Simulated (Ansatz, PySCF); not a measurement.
Two conformers of C4H12O2Si (SMILES CO[Si](C)(C)OC), B3LYP-D3(BJ)/def2-TZVP minima.
Conformer 1 (charge 0, multiplicity 1, Z-matrix in Å and degrees):
```
Si
O 1 1.6509
C 2 1.4166 1 123.97
H 3 1.0903 2 108.27 1 171.36
H 3 1.0944 4 108.66 2 121.37
H 3 1.0945 4 108.48 5 117.77
O 1 1.6509 2 110.15 3 -60.49
C 7 1.4166 1 123.97 2 -60.61
H 8 1.0903 7 108.27 1 171.46
H 8 1.0944 9 108.66 7 121.37
H 8 1.0945 9 108.48 10 117.77
C 1 1.8609 2 111.74 3 55.63
H 12 1.0917 1 110.73 2 177.89
H 12 1.0918 13 107.56 1 -121.60
H 12 1.0920 13 108.11 14 -116.59
C 1 1.8609 2 104.86 3 179.15
H 16 1.0917 1 110.72 2 -62.74
H 16 1.0918 17 107.56 1 -121.60
H 16 1.0920 17 108.11 18 -116.58
```
Conformer 2 (charge 0, multiplicity 1, Z-matrix in Å and degrees):
```
Si
O 1 1.6401
C 2 1.4171 1 124.63
H 3 1.0901 2 108.13 1 -176.27
H 3 1.0929 4 108.91 2 -120.90
H 3 1.0949 4 108.45 5 -118.24
O 1 1.6519 2 106.13 3 55.29
C 7 1.4124 1 125.54 2 -172.83
H 8 1.0904 7 108.36 1 179.47
H 8 1.0950 9 108.38 7 121.32
H 8 1.0954 9 108.26 10 117.48
C 1 1.8594 2 106.66 3 174.30
H 12 1.0914 1 110.55 2 -57.21
H 12 1.0919 13 108.12 1 -121.71
H 12 1.0927 13 108.13 14 -116.39
C 1 1.8698 2 111.41 3 -63.54
H 16 1.0922 1 110.69 2 -58.88
H 16 1.0923 17 107.95 1 -122.23
H 16 1.0928 17 107.51 18 -115.80
```

No zero-point or thermal terms.

The values were computed with Ansatz (an electronic-structure program) with Gaussian orbitals; PySCF for the dispersion terms. Each number belongs to the level named beside it.

Task: What is the computed electronic energy of conformer 2 less that of conformer 1 (HF/cc-pV(D+d)Z)?

Result: 7 kJ/mol
